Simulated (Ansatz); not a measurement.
Two members of one family (Series SiH2X2), computed with Ansatz in the gas phase. The two geometries come from different levels. Binding counts from free atoms in the multiplicity of their measured ground term, without zero-point energy. A dash marks a value that wasn't run or was left out as unsound. The structures are stationary points that may keep the symmetry of their start. Remarks come from the PBE and PBE0 runs and from stability tests at other levels; not every state was tested. HOMO above LUMO (over both spins in singlets and doublets, within one spin in higher multiplets; at PBE or PBE0), or a gap under 0.15 eV within one spin, warns that the state may not be the lowest or that an electron is smeared out.

First: SiMe2H2 (singlet, charge 0, PBE-D4/def2-TZVP geometry).

```csv
atom,x (Å),y (Å),z (Å)
Si1,0.410,0.293,-0.530
C2,0.890,-1.234,0.461
H3,1.861,-1.631,0.132
H4,0.140,-2.030,0.342
H5,0.966,-0.997,1.533
C6,-1.260,0.970,0.016
H7,-1.534,1.864,-0.563
H8,-1.241,1.248,1.080
H9,-2.051,0.218,-0.125
H10,0.358,-0.053,-1.989
H11,1.459,1.352,-0.359
```

```tsv
level	HOMO (eV)	LUMO (eV)	gap (eV)	vertical IE (eV)	binding per atom (eV)
PBE-D4/def2-TZVP	-7.49	0.27	7.76	10.62	3.68
PBE-D4/def2-TZVPD	-7.50	-0.32	7.18	–	3.68
r2SCAN-D4/def2-TZVP	-7.78	0.90	8.68	10.75	3.67
B97M-V/def2-TZVP	-7.89	0.39	8.28	–	3.68
LC-ωPBE/def2-TZVP	-11.58	3.09	14.68	–	3.65
```

Remarks: gap within one spin near zero at PBE or PBE0 (+1 doublet).

Second: Si(GeH3)2H2 (singlet, charge 0, PBE0-D4/def2-SVP geometry).

```xyz
11

Si    0.3241    0.9244    0.1329
Ge    1.3083   -1.0048    1.1303
H     0.2256   -1.8606    1.8149
H     2.3578   -0.6094    2.1854
H     1.9961   -1.8650    0.0533
Ge   -1.5417    0.3364   -1.2276
H    -2.6470   -0.2945   -0.3590
H    -1.1222   -0.6879   -2.2987
H    -2.1237    1.5737   -1.9364
H     1.3502    1.6244   -0.7017
H    -0.1273    1.8634    1.2065
```

**Question.** Estimate the same table for the second.

**Answer.** 
```tsv
level	HOMO (eV)	LUMO (eV)	gap (eV)	vertical IE (eV)	binding per atom (eV)
PBE-D4/def2-TZVP	-6.90	-0.93	5.97	9.56	2.70
PBE-D4/def2-TZVPD	-6.90	-1.06	5.85	–	2.70
r2SCAN-D4/def2-TZVP	-7.17	-0.69	6.47	9.67	2.76
B97M-V/def2-TZVP	-7.28	-0.86	6.42	–	2.80
LC-ωPBE/def2-TZVP	-10.44	1.96	12.40	9.98	2.71
```
